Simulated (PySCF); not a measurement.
Input for PySCF: U-HF/6-31G* on H2Mg (SMILES [MgH2]), a point of a bond scan (R = 3.910 Å).

```python
from pyscf import gto, scf, dft, mp
from pyscf.data.elements import chemcore

mol = gto.M(
    atom='''
    Mg    0.00000000    0.00000000    0.00000000
    H    -0.00000000   -0.00000000   -3.90950053
    H     0.00000000    0.00000000    1.69978284
    ''',
    basis='6-31g*',
    cart=True,
    charge=0, spin=0, verbose=3, max_memory=1800)
mf = scf.UHF(mol)
mf.conv_tol = 1e-8
mf.max_cycle = 100
mf.init_guess_breaksym = True
mf.kernel()
if not mf.converged:
    mf = mf.newton().run(mf.mo_coeff, mf.mo_occ)
for _ in range(4):
    mo, _, stable, _ = mf.stability(return_status=True)
    if stable:
        break
    mf.kernel(mf.make_rdm1(mo, mf.mo_occ))
```

Q: Give the final energy of this run.

A: -200.6351 hartree. Its determinant has ⟨S²⟩ = 0.97, a mixture of spin states.
